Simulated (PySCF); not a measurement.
C₄H₁₂Si.

```xyz
17

C     -1.0854     1.0854    -1.0854
Si     0.0000     0.0000     0.0000
C      1.0854     1.0854     1.0854
C      1.0854    -1.0854    -1.0854
C     -1.0854    -1.0854     1.0854
H     -1.7295     1.7295    -0.4819
H     -1.7295     0.4819    -1.7295
H     -0.4819     1.7295    -1.7295
H      1.7295     0.4819     1.7295
H      0.4819     1.7295     1.7295
H      1.7295     1.7295     0.4819
H      1.7295    -1.7295    -0.4819
H      1.7295    -0.4819    -1.7295
H      0.4819    -1.7295    -1.7295
H     -1.7295    -1.7295     0.4819
H     -0.4819    -1.7295     1.7295
H     -1.7295    -0.4819     1.7295
```
Charge 0, spin multiplicity 1.

Coordinates come from a B3LYP-D3(BJ)/def2-TZVP optimisation.

Level of theory: KT2/pcSseg-1 (PySCF). Non-relativistic, no solvent.

Give the absolute GIAO shielding of each atom: isotropic value and principal components (ppm). (Estimate from the structure and the level; the computed values follow.)


```tsv
atom	σ(iso)	σ11	σ22	σ33	span
C1	185.1	182.1	182.1	191.2	9.1
Si2	361.9	361.9	361.9	361.9	0.0
C3	185.1	182.1	182.1	191.2	9.1
C4	185.1	182.1	182.1	191.2	9.1
C5	185.1	182.1	182.1	191.2	9.1
H6	31.5	27.4	28.9	38.1	10.7
H7	31.5	27.4	28.9	38.1	10.7
H8	31.5	27.4	28.9	38.1	10.7
H9	31.5	27.4	28.9	38.1	10.7
H10	31.5	27.4	28.9	38.1	10.7
H11	31.5	27.4	28.9	38.1	10.7
H12	31.5	27.4	28.9	38.1	10.7
H13	31.5	27.4	28.9	38.1	10.7
H14	31.5	27.4	28.9	38.1	10.7
H15	31.5	27.4	28.9	38.1	10.7
H16	31.5	27.4	28.9	38.1	10.7
H17	31.5	27.4	28.9	38.1	10.7
```
